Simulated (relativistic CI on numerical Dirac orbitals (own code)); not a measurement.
# Ru⁺: resonant inelastic scattering at the L2,3 edge

Computed with this model: Dirac-Coulomb-Breit CI, KLI orbitals optimised for each configuration, model QED, valence Slater integrals scaled by 0.8, Kramers-Heisenberg scattering through one core-hole configuration in a parametric crystal field; configurations [Kr] 4d7 → [He] 2s2 2p5 3s2 3p6 3d10 4s2 4p6 4d8; 300 K; core-hole width 2.4 eV; summed over polarisations. Incident energies are the highest absorption maxima for each field (at most a few, so the weaker spin-orbit partner edge can be absent), on the computed scale of the free ion. Intensities are in per cent of the strongest line above 0.02 eV; levels within 1 cm⁻¹ are merged; final levels count from the ground level, the first row holds all elastic scattering, lines under 0.4 are left out and each table stops after 24 rows. The scale of the Slater integrals is a model choice and moves the terms in proportion.

Field parameters in Wybourne normalisation: Oh B⁴₀ = 21Dq, B⁴₄ = √(5/14) B⁴₀. The field is a parameter set, without covalency.

S is read from ⟨S²⟩ = S(S + 1).

Oh, 10Dq = 3450 cm⁻¹:

```
Final level (eV)  Degeneracy  Irrep     S  2838.6 eV
           0.000           2     Γ6  1.49      536.6
           0.056           4     Γ8  1.49      100.0
           0.153           4     Γ8  1.49       42.8
           0.216           2     Γ7  1.50        8.6
           0.490           4     Γ8  1.48       31.7
           0.490           2     Γ6  1.50       20.6
           0.535           4     Γ8  1.49       16.0
           0.560           2     Γ7  1.49        1.3
           0.966           4     Γ8  1.48       12.7
           1.158           4     Γ8  0.54        7.2
           1.405           4     Γ8  0.54       16.4
           1.503           4     Γ8  0.88        5.0
           1.527           2     Γ7  1.10        5.6
           1.531           2     Γ6  0.52        7.7
           1.557           4     Γ8  1.19       12.0
           1.568           4     Γ8  1.32       23.0
           1.592           2     Γ7  1.04        1.1
           1.658           2     Γ6  1.36        2.8
           1.716           2     Γ6  0.57       10.9
           1.881           4     Γ8  0.81        9.9
           1.987           2     Γ7  0.52        9.1
           2.001           2     Γ6  0.67        0.8
           2.033           4     Γ8  0.51        9.3
           2.040           2     Γ6  0.50        3.4
```

Oh, 10Dq = 7750 cm⁻¹:

```
Final level (eV)  Degeneracy  Irrep     S  2838.9 eV  2968.3 eV
           0.000           2     Γ6  1.50      605.1       31.6
           0.061           4     Γ8  1.48      100.0        1.8
           0.153           4     Γ8  1.45       64.6        5.0
           0.207           2     Γ7  1.50       16.4        1.8
           0.682           4     Γ8  0.61        7.6        8.5
           0.948           4     Γ8  1.43       51.3        8.5
           0.955           2     Γ6  1.49       41.8       20.8
           0.973           4     Γ8  1.49       37.8       14.8
           1.019           2     Γ7  1.47        1.7        4.6
           1.415           4     Γ8  0.57       18.1       23.1
           1.519           2     Γ6  0.53        4.5        5.0
           1.535           4     Γ8  0.59        8.2        4.5
           1.556           2     Γ7  0.57        5.8        3.1
           1.776           4     Γ8  0.81       15.5        1.7
           1.899           2     Γ6  0.71        4.7        1.9
           1.938           4     Γ8  1.45       20.6        1.8
           1.992           2     Γ7  1.46        4.0        9.4
           2.000           4     Γ8  1.49       21.4       16.9
           2.134           2     Γ6  1.20       19.9        8.3
           2.157           4     Γ8  1.28       15.6       10.1
           2.278           2     Γ6  0.77        9.0        9.6
           2.360           2     Γ7  0.54       10.9       18.4
           2.416           4     Γ8  0.58        3.2        5.9
           2.514           4     Γ8  0.54       16.3       17.1
```

Oh, 10Dq = 12100 cm⁻¹:

```tsv
Final level (eV)	Degeneracy	Irrep	S	2839 eV	2968.7 eV
0.000	4	Γ8	1.05	521.1	28.9
0.011	2	Γ6	1.50	18.0	0.3
0.095	4	Γ8	1.43	48.9	4.7
0.209	2	Γ7	1.50	13.8	1.5
0.305	4	Γ8	1.19	25.3	6.0
1.312	4	Γ8	0.92	100.0	4.3
1.416	2	Γ6	1.14	30.6	5.0
1.422	4	Γ8	0.97	73.2	13.9
1.443	2	Γ7	1.04	15.2	9.7
1.506	4	Γ8	1.29	19.6	12.0
1.557	2	Γ6	1.02	10.7	7.2
1.641	2	Γ7	1.12	3.2	6.1
1.649	4	Γ8	1.12	15.6	5.9
1.876	4	Γ8	0.59	23.7	10.9
1.971	2	Γ6	0.54	14.8	9.6
2.467	2	Γ7	1.42	9.8	2.4
2.483	4	Γ8	1.47	12.6	8.7
2.589	4	Γ8	1.42	10.9	5.9
2.607	2	Γ6	1.39	8.3	2.4
2.728	2	Γ7	0.63	2.7	6.6
2.735	4	Γ8	0.70	4.3	11.5
2.763	2	Γ6	0.66	4.7	4.5
3.007	4	Γ8	1.35	5.2	7.5
3.026	4	Γ8	0.62	7.1	7.3
```

For the first field the strongest loss at the lowest incident energy is the level at 0.06 eV (S = 1.49, against 1.49 in the thermal ground state). Levels of other spin, the first over 8 % at 1.40 eV, appear because spin-orbit coupling of the core hole, and in heavier ions of the valence shell too, mixes spins.
